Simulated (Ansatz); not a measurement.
C2H6ClY, SMILES `[CH3][Y]([CH3])[Cl]`, relaxed with RKS PBE0-D4/def2-TZVP in Ansatz 0.2.0 from a GFN2-xTB geometry. The force threshold is 0.005 eV/Å; the program also tests the step.

Total charge 0; spin multiplicity 1. Y takes the def2 core potential.

Start:

```xyz
10

C    -0.643   -1.584   -0.908
Y     1.160   -0.139   -0.387
C     0.475    1.201    1.442
Cl    0.961    1.506   -2.232
H    -0.843   -2.405   -0.216
H    -0.562   -2.001   -1.915
H    -1.509   -0.906   -0.895
H    -0.557    1.474    1.172
H     0.459    0.733    2.428
H     1.059    2.122    1.510
```

```tsv
step	energy (eV)	largest force (eV/Å)	largest move (Å)
1	-15733.4297	0.963	0.000
2	-15733.5075	0.478	0.198
3	-15733.5587	0.146	0.121
4	-15733.5701	0.150	0.079
5	-15733.5793	0.096	0.140
6	-15733.5798	0.060	0.072
7	-15733.5813	0.032	0.065
8	-15733.5816	0.007	0.015
9	-15733.5817	0.002	0.007
10	-15733.5817	0.002	0.006
11	-15733.5817	0.003	0.007
12	-15733.5817	0.013	0.025
13	-15733.5817	0.014	0.006
14	-15733.5817	0.029	0.032
15	-15733.5818	0.025	0.009
16	-15733.5818	0.019	0.013
17	-15733.5819	0.014	0.018
18	-15733.5819	0.050	0.058
19	-15733.5820	0.021	0.011
20	-15733.5821	0.008	0.021
21 (rejected)	-15733.5817	0.100	0.095
22 (rejected)	-15733.5813	0.116	0.013
23	-15733.5821	0.002	0.006
```

End:

```xyz
10

C    -0.702   -1.543   -0.909
Y     0.901    0.106   -0.555
C     0.429    1.203    1.441
Cl    1.445    1.530   -2.491
H    -0.735   -2.281   -0.095
H    -0.591   -2.102   -1.847
H    -1.701   -1.086   -0.939
H    -0.649    1.411    1.499
H     0.663    0.597    2.328
H     0.940    2.166    1.568
```

It took 58 s on 4 threads of an Arm Neoverse V2 on a shared host, with 0.43 GiB of host memory at the peak.
